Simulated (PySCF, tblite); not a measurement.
Isomers of C6H8OP2, one GFN2-xTB conformer each. Single-point energies are computed at PBE0/pcSseg-1 (PySCF, gas phase, no added dispersion term), electronic only.

```
       SMILES  GFN2-xTB relative energy (kJ/mol)
COc1pccc(C)p1                                5.2
COc1cc(C)pcp1                                1.8
  COc1pcpcc1C                                0.0
```

Conformers: `[CH3:1][O:2][c:3]1[p:4][cH:5][cH:6][c:7]([CH3:8])[p:9]1` with C1–O2–C3–P4 1°; `[CH3:1][O:2][c:3]1[cH:4][c:5]([CH3:6])[p:7][cH:8][p:9]1` with C1–O2–C3–C4 180°; `[CH3:1][O:2][c:3]1[p:4][cH:5][p:6][cH:7][c:8]1[CH3:9]` with C1–O2–C3–P4 0°.

**Question.** What does PBE0/pcSseg-1 give for the same structures?

**Answer.** 
| SMILES | PBE0/pcSseg-1 E (Eh) | PBE0/pcSseg-1 (kJ/mol) | GFN2-xTB (kJ/mol) | point group |
| --- | --- | --- | --- | --- |
| COc1pcpcc1C | -990.66636 | 0.0 | 0.0 | – |
| COc1cc(C)pcp1 | -990.66542 | 2.5 | 1.8 | Cs |
| COc1pccc(C)p1 | -990.65937 | 18.4 | 5.2 | near Cs |

Both levels put the same isomer lowest; measured from each level's own lowest isomer, the values differ by up to 13.2 kJ/mol (COc1pccc(C)p1: 5.2 against 18.4). Neighbours under 10 kJ/mol apart (COc1pcpcc1C and COc1cc(C)pcp1) can change places with a better method, another conformer or zero-point energy.

**Question.** Which frontier levels, dipoles and rotational constants go with these structures?

**Answer.** 
```
       SMILES  HOMO (eV, PBE0/pcSseg-1)  LUMO (eV)  dipole (D)       A, B, C (MHz)
  COc1pcpcc1C                     -6.58      -1.66        2.31   1871, 1037, 673.0
COc1cc(C)pcp1                     -6.53      -1.69        1.82  2106, 895.4, 633.2
COc1pccc(C)p1                     -6.66      -1.86        1.15  2164, 938.6, 660.1
```

**Question.** What happens when harmonic zero-point energies from GFN2-xTB frequencies are added?

**Answer.** 
| SMILES | ZPE (kJ/mol) | electronic (kJ/mol) | with ZPE (kJ/mol) |
| --- | --- | --- | --- |
| COc1pcpcc1C | 327.3 | 0.0 | 0.0 |
| COc1cc(C)pcp1 | 326.4 | 2.5 | 1.6 |
| COc1pccc(C)p1 | 326.7 | 18.4 | 17.8 |

The zero-point energies span 0.9 kJ/mol. The order is unchanged.

**Question.** As an exercise, what shares would exp(−E/RT) give at 500 K from these electronic energies alone (no entropy, no degeneracies)?

**Answer.** RT = 4.157 kJ/mol: COc1pcpcc1C 63.9 %, COc1cc(C)pcp1 35.3 %, COc1pccc(C)p1 0.8 %.
